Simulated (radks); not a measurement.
Ionisation of the gold ion Au2+, [Xe] 4f14 5d9, to [Xe] 4f14 5d8 as the strength of local exchange is varied. Method: scalar-relativistic Kohn-Sham, Slater X-alpha exchange (alpha = 2/3 is LDA exchange), no correlation, spin-polarised, spherical densities, point nucleus; open shells are filled with parallel spins first (spin-orbit coupling, left out, can overturn this in heavy ions); computed with a radial shooting solver on a logarithmic mesh with Libxc functionals.

alpha  E(Au2+) (hartree)  exchange (hartree)  IE (eV)  -e of the level emptied (eV)  <r> of it (bohr)
0.608        -18961.7349           -312.1824   30.939                   24.734 (5d)             1.526
0.626        -18971.0318           -321.5909   31.264                   25.040 (5d)             1.521
0.667        -18992.2259           -343.0569   32.011                   25.743 (5d)             1.509
0.777        -19049.2115           -400.8929   34.074                   27.691 (5d)             1.478
0.884        -19104.8151           -457.4926   36.158                   29.670 (5d)             1.450

NIST Atomic Spectra Database: 30 +/- 1.6 eV (theoretical). The central value is not met in this range of alpha. Open shells are spherical and high-spin; term and fine-structure splittings are not resolved. Spin-orbit splitting is averaged out at the scalar-relativistic level.
